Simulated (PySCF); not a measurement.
F₃Se, charge +1. Atoms are numbered in the order given.

```xyz
4

Se     0.0000     0.0000     0.3686
F      1.2672    -0.7316    -0.4641
F     -1.2672    -0.7316    -0.4641
F      0.0000     1.4633    -0.4641
```
Charge +1, spin multiplicity 1.

The structure is a stationary point at TPSSh-D3(BJ)/def2-SVP. The spin state was assumed, not searched. The isomer is the one that the SMILES or the coordinates give; other isomers of the formula were not compared.

The numbers are results of TDDFT-B3LYP/def2-SVPD in PySCF 2.14.0, not measurements.

Vertical excitations; the highest root listed may be one member of a degenerate set. The molecule is in vacuum. State labels are in the subgroup Cs.

Computed lowest excited states:
```json
[
 {"state": "S1", "symmetry": "A'", "energy (eV)": "7.70", "λ (nm)": "161", "f": "0.031", "main pairs": "HOMO→LUMO, HOMO−1→LUMO+1 (degenerate set)"},
 {"state": "S2", "symmetry": "A\"", "energy (eV)": "7.70", "λ (nm)": "161", "f": "0.031", "main pairs": "HOMO→LUMO+1, HOMO−1→LUMO (degenerate set)"},
 {"state": "S3", "symmetry": "A'", "energy (eV)": "8.13", "λ (nm)": "153", "f": "0.012", "main pairs": "HOMO−1→LUMO+1, HOMO−2→LUMO+1, HOMO−3→LUMO (degenerate set)"},
 {"state": "S4", "symmetry": "A\"", "energy (eV)": "8.13", "λ (nm)": "153", "f": "0.012", "main pairs": "HOMO−1→LUMO, HOMO−3→LUMO+1, HOMO−2→LUMO (degenerate set)"},
 {"state": "S5", "symmetry": "A\"", "energy (eV)": "8.29", "λ (nm)": "150", "f": "0.000", "main pairs": "HOMO−2→LUMO 50 %, HOMO−3→LUMO+1 50 %"},
 {"state": "S6", "symmetry": "A'", "energy (eV)": "8.31", "λ (nm)": "149", "f": "0.009", "main pairs": "HOMO−2→LUMO+1 49 %, HOMO−3→LUMO 49 %"},
 {"state": "S7", "symmetry": "A'", "energy (eV)": "8.35", "λ (nm)": "149", "f": "0.015", "main pairs": "HOMO−3→LUMO, HOMO−2→LUMO+1, HOMO−1→LUMO+1, HOMO→LUMO (degenerate set)"},
 {"state": "S8", "symmetry": "A\"", "energy (eV)": "8.35", "λ (nm)": "149", "f": "0.015", "main pairs": "HOMO−3→LUMO+1, HOMO−2→LUMO, HOMO−1→LUMO, HOMO→LUMO+1 (degenerate set)"},
 {"state": "S9", "symmetry": "A'", "energy (eV)": "8.95", "λ (nm)": "138", "f": "0.048", "main pairs": "HOMO→LUMO+2 (degenerate set)"},
 {"state": "S10", "symmetry": "A\"", "energy (eV)": "8.95", "λ (nm)": "138", "f": "0.000", "main pairs": "HOMO−4→LUMO+1, HOMO−5→LUMO, HOMO−1→LUMO+2 (degenerate set)"},
 {"state": "T1", "symmetry": "A\"", "energy (eV)": "6.29", "λ (nm)": "197", "f": "0", "main pairs": "HOMO→LUMO+1 (degenerate set)"},
 {"state": "T2", "symmetry": "A'", "energy (eV)": "6.29", "λ (nm)": "197", "f": "0", "main pairs": "HOMO→LUMO (degenerate set)"},
 {"state": "T3", "symmetry": "A'", "energy (eV)": "7.55", "λ (nm)": "164", "f": "0", "main pairs": "HOMO−1→LUMO+1 (degenerate set)"},
 {"state": "T4", "symmetry": "A\"", "energy (eV)": "7.55", "λ (nm)": "164", "f": "0", "main pairs": "HOMO−1→LUMO (degenerate set)"}
]
```
Triplets are in the Tamm–Dancoff approximation, which puts them higher than full response would, so one can lie above its singlet here.
